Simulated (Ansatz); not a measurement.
`FBF` + `N#Cc1ccc[nH]1` → `N#CB(F)F` + `c1cc[nH]c1`  (formal exchange of groups at a B–H bond)

Isolated molecules relaxed with PBE0-D4/def2-TZVP in Ansatz; ΔE leaves out vibrations. CBS: MP2 limit from def2 TZ/QZ plus the TZ coupled-cluster correction, frozen cores. This one scheme is used for every species. Functionals use def2-TZVPP. B3LYP here is the variant with VWN-RPA as its local correlation; programs differ in this.

Question: Is it downhill or uphill in electronic energy at CCSD(T)/CBS, and by how much? (An estimate is asked.)

Answer: Ansatz gave: Downhill: ΔE = -5.2 kcal/mol.

Question: What do these levels give: B3LYP, LC-ωPBE, RPA@PBE/def2-TZVPP, MP2/def2-TZVPP, SCS-MP2/def2-TZVPP, HF/def2-QZVPP? (An estimate is asked.)

Answer: Ansatz gave: B3LYP -3.7, LC-ωPBE -4.6, RPA@PBE/def2-TZVPP -5.4, MP2/def2-TZVPP -3.5, SCS-MP2/def2-TZVPP -4.2, HF/def2-QZVPP -5.9 kcal/mol.

Largest T1 diagnostic among the species: 0.014.

Leaving LDA and LC-ωPBE aside and taking each functional with its dispersion term where it has one, the values, not all of them listed here, spread over 3.2 kcal/mol, from ωB97M-V to PBE-D4. LDA lies +1.2 kcal/mol from PBE without D4. From BLYP to BHLYP (50 % exact exchange), in def2-TZVPP and without D4, ΔE moves by −0.9 kcal/mol.
